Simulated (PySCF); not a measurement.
**Spin states of TaBr**

Unrestricted PBE0; basis Ta def2-TZVPPD with ECP60, Br def2-TZVPPD; scalar-relativistic core potentials; PySCF 2.14. Outer shells of the fragments: Ta 5d3 6s2; Br 3d10 4s2 4p5.

Followed along the bond (rough minima from three points):

```
2Ms+1        unpaired  ⟨S²⟩ at the start  R at minimum (Å)  Te (eV)
    5  σ ↑, π ↑, δ ↑↑               6.01              2.46     0.00
    5  σ ↑, π ↑↑, δ ↑               6.01              2.50     0.14
    3        π ↑, δ ↑               2.53              2.42     0.19
    3            δ ↑↑               2.52              2.41     0.35
    5      σ ↑↑, δ ↑↑               6.01              2.49     0.49
    1        π ↓, δ ↑               1.58              2.42     0.52
```

Solutions found at the starting distance of 2.475 Å, counted from the lowest of them; the search is not exhaustive and high or unbound solutions are not listed, so other states can lie among these:

```csv
2Ms+1,unpaired,term,E (eV),⟨S²⟩,⟨Lz²⟩,μ (D)
5,"σ ↑, π ↑, δ ↑↑",mixed,0.00,6.01,1.25,-3.20
5,"σ ↑, π ↑↑, δ ↑",⁵Δ,0.14,6.01,4.00,-3.27
3,"π ↑, δ ↑",mixed,0.21,2.53,5.68,-2.65
3,δ ↑↑,mixed,0.37,2.52,0.00,-0.49
3,"π ↑, δ ↑",mixed,0.37,2.02,5.12,-2.30
5,"σ ↑↑, δ ↑↑",⁵Σ⁻,0.49,6.01,0.00,-0.95
```

A term symbol is given only where ⟨S²⟩ and ⟨Lz²⟩ are close to those of a pure state; real π, δ and φ orbitals otherwise mix terms. A positive dipole means Ta(−)Br(+).

Spin–orbit coupling is left out. With d or f electrons several states lie close, and the lowest PBE0 determinant need not be the measured ground state.
